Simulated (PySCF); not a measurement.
Si(Me)2(OMe)2 (C₄H₁₂O₂Si), SMILES CO[Si](C)(OC)C.

Geometry optimised at B3LYP-D3(BJ)/def2-SVP. The isomer is the one that the SMILES or the coordinates give; other isomers of the formula were not compared. One conformer was computed; it need not be the lowest.

These are PySCF with PBE/def2-TZVP values and carry that method's errors.

Gas-phase values at a fixed geometry.

**Question.** Estimate the frontier levels, gap, dipole moment. (The exact figures need the calculation; the answer reports its results.)

**Answer.** 
```json
{
 "highest_occupied_level": "-6.17 eV",
 "lowest_empty_level": "0.11 eV",
 "orbital_gap": "6.28 eV",
 "dipole_moment": "1.40 D",
 "quadrupole, principal values (traceless, Buckingham form, about the centre of nuclear charge)": "-3.32, -1.06, 4.38 D·Å"
}
```
